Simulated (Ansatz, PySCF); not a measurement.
This PySCF input computes a BLYP/def2-TZVPD energy:

```python
from pyscf import gto, scf, dft

mol = gto.M(
    atom='''
    Bi   -0.00000000    0.00000000   -0.00000000
    F    -1.76855758   -1.28239615    0.00432289
    F    -0.22619998    2.17255446   -0.03457102
    F     1.99475756   -0.89015832    0.03024813
    ''',
    basis='def2-tzvpd',
    ecp='def2-tzvp',
    charge=-1,
    spin=1,
    verbose=4,
)

mf = dft.UKS(mol, xc='blyp').density_fit(auxbasis='def2-universal-jkfit')
mf.grids.level = 3
mf.conv_tol = 1e-9
mf.max_cycle = 100
mf.max_memory = 1500
mf.kernel()
if not mf.converged:
    mf = mf.newton()
    mf.kernel(mf.make_rdm1())
for _ in range(2):
    mo, _, stable, _ = mf.stability(return_status=True)
    if stable:
        break
    mf.kernel(mf.make_rdm1(mo, mf.mo_occ))
mf.analyze()
```

Question: Write an input for the same energy in Ansatz (an electronic-structure program) and say what it gives.

Answer: 
Ansatz 0.2 input:
```yaml
crystal:
  periodic: [false, false, false]
  atoms:
    - {symbol: Bi, position_ang: [-0.00000000, 0.00000000, -0.00000000]}
    - {symbol: F, position_ang: [-1.76855758, -1.28239615, 0.00432289]}
    - {symbol: F, position_ang: [-0.22619998, 2.17255446, -0.03457102]}
    - {symbol: F, position_ang: [1.99475756, -0.89015832, 0.03024813]}
basis:
  gaussian:
    orbitals: def2-TZVPD
hamiltonian:
  xc: {name: BLYP}
total_charge: -1
magnetization: {spin_polarized: true, initial_magnetization: 1}
output: {forces: true}
```
It gives -514.42833 Eh, and PySCF -514.42838 Eh, a difference of 0.05 mEh, from the treatment of integrals and grids.
